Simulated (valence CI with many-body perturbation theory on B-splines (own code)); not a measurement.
# Hyperfine factors and g values of Cd XVII

Computed by relativistic CI+MBPT: four valence electrons over a frozen Dirac-Fock core [Ar] 3d10, a basis of 11 s, 11 p, 9 d, 7 f, 5 g, 2 h, 1 i functions for each j, with the one-electron correlation potential Σ1, the two-electron term Σ2, the three-electron term Σ3, Breit, model QED; selected CI, second order for the rest (own B-spline code, finite nucleus).

No measured spectrum was set against this ion. As an estimate, levels hold to about 250 cm⁻¹ or 0.2 % of their energy and the worst to 1 %, as in measured heavy ions of charge 2 to 7; those with d or f electrons hold less well.

A/g_I is the dipole constant over the nuclear g factor μ/I (μ in nuclear magnetons, uniformly magnetised nucleus), B/Q the quadrupole constant per barn. Both hold the static response of the core; the bare values leave it out. Large factors of s and p1/2 electrons are usually good to 5 to 10 %; those of open d and f shells near neutrality can be off by tens of per cent, and small factors of p3/2, d and f electrons come from cancelling terms and can be off by a factor of two or in sign, in half-filled shells by more. B is blank for J = 1/2, where it vanishes, and for nearly pure S terms. Energies count from the lowest level. Levels with J = 0 are left out.

Names give the largest LS component (configuration and term), which can be under half, so a name can repeat, a term be missing and a line seem to break the LS rules; names also repeat where a configuration has a term twice.

| Level | E (eV) | g | A/g_I (MHz) | A/g_I bare | B/Q (MHz/b) | B/Q bare |
| --- | --- | --- | --- | --- | --- | --- |
| 4s2.4p2 3P_1 | 6.28 | 1.500 | -1920 | -1960 | 7780 | 7300 |
| 4s2.4p2 3P_2 | 8.13 | 1.265 | 17700 | 16700 | 5600 | 5250 |
| 4s2.4p2 1D_2 | 15.93 | 1.234 | 9390 | 8830 | 9860 | 9250 |
| 4s.4p3 5S°_2 | 41.51 | 1.898 | 44600 | 42200 | 2950 | 2760 |
| 4s.4p3 3D°_1 | 49.14 | 0.760 | -24300 | -23000 | 13300 | 12500 |
| 4s.4p3 3D°_2 | 50.36 | 1.311 | 32000 | 30300 | 18400 | 17300 |
| 4s.4p3 3D°_3 | 52.74 | 1.333 | 40700 | 38500 | -1060 | -969 |
| 4s.4p3 3P°_1 | 57.84 | 1.318 | 45000 | 42600 | -14000 | -13200 |
| 4s.4p3 3P°_2 | 58.62 | 1.261 | 15300 | 14400 | -16200 | -15200 |
| 4s.4p3 3S°_1 | 64.17 | 1.582 | 763 | 693 | 874 | 819 |
| 4s.4p3 1D°_2 | 64.98 | 1.188 | 34800 | 33000 | -7520 | -7090 |
| 4s2.4p.4d 3F°_2 | 72.57 | 0.707 | 14100 | 13400 | 8740 | 8150 |
| 4s.4p3 1P°_1 | 72.98 | 1.335 | -19000 | -18000 | -500 | -452 |
| 4s2.4p.4d 3F°_3 | 75.77 | 1.094 | 8790 | 8390 | 8400 | 7830 |
| 4s2.4p.4d 3P°_2 | 78.74 | 1.262 | -1520 | -1350 | 1010 | 909 |
| 4s2.4p.4d 3D°_1 | 80.03 | 0.843 | -9330 | -8700 | 1850 | 1730 |
| 4s2.4p.4d 3F°_4 | 81.35 | 1.250 | 4040 | 3840 | 18700 | 17500 |
| 4s2.4p.4d 1D°_2 | 84.56 | 1.070 | 3130 | 2940 | -2060 | -1970 |
| 4s2.4p.4d 3P°_1 | 86.38 | 1.186 | 4990 | 4810 | -7710 | -7220 |
| 4s2.4p.4d 3D°_3 | 86.49 | 1.280 | 6590 | 6250 | -3410 | -3200 |
| 4s2.4p.4d 3D°_2 | 87.34 | 1.299 | 6790 | 6510 | -10500 | -9800 |
| 4s2.4p.4d 1F°_3 | 92.38 | 1.041 | 5420 | 5170 | 14700 | 13800 |
| 4s2.4p.4d 1P°_1 | 93.73 | 0.971 | -2430 | -2160 | 2370 | 2210 |
| 4p4 3P_2 | 97.65 | 1.367 | 9210 | 8800 | 1500 | 1400 |
| 4p4 3P_1 | 104.82 | 1.463 | 610 | 691 | -5620 | -5280 |
| 4p4 1D_2 | 106.01 | 1.130 | 18100 | 17100 | -18000 | -16900 |
| 4s.4p2.4d 5F_1 | 106.73 | 0.192 | -32000 | -30200 | 61.1 | 34.1 |
| 4s.4p2.4d 5F_2 | 107.64 | 1.113 | 13300 | 12700 | 4810 | 4480 |
| 4s.4p2.4d 5F_3 | 109.41 | 1.336 | 19300 | 18300 | 8100 | 7530 |
| 4s.4p2.4d 5D_1 | 112.58 | 1.383 | 24400 | 23200 | -8780 | -8210 |
| 4s.4p2.4d 5F_4 | 112.61 | 1.371 | 18700 | 17800 | 10200 | 9500 |
| 4s.4p2.4d 5D_2 | 112.78 | 1.297 | 20400 | 19300 | -9920 | -9280 |
| 4s.4p2.4d 5D_3 | 113.23 | 1.326 | 25700 | 24400 | -9310 | -8730 |
| 4s.4p2.4d 5D_4 | 114.78 | 1.381 | 26900 | 25500 | 2970 | 2770 |

(1) Take the isotope of mass number 113, with I = 1/2, μ = -0.6213 μN. What is the hyperfine structure of 4s2.4p2 3P_2?

Results:

(1) From the table A = -22000 MHz. Shifts from the centre of gravity in MHz: F = 3/2: 33000, F = 5/2: -22000.
